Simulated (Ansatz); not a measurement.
A structure relaxed at B3LYP-D4/def2-SVP in Ansatz, charge 0, doublet:

Cartesian coordinates in Å:
```
Cu -0.502 -0.551 -3.232
Cu -0.508 -0.802 -0.876
Cu -0.294 -0.613 1.649
Cu 0.569 1.089 -1.941
Cu 0.766 1.342 0.454
H 0.440 0.846 1.939
H -0.862 -1.597 0.511
H -0.866 -1.841 2.387
H 1.258 2.126 -0.890
```

Give its formula.

the cluster Cu₅H₄.

Summarise the bond lengths by kind (pairs closer than 1.2 times the sum of covalent radii, bridged metal pairs left out).

4 × Cu–Cu 2.35 to 2.83 Å; 7 × Cu–H 1.54 to 1.66 Å.

The relaxation made no stability test and no search for a lower SCF solution. No other spin state of charge 0 was run. Another isomer (doublet) lies 1.49 eV lower at PBE0-D4/def2-TZVP; other spin states weren't run for this one.
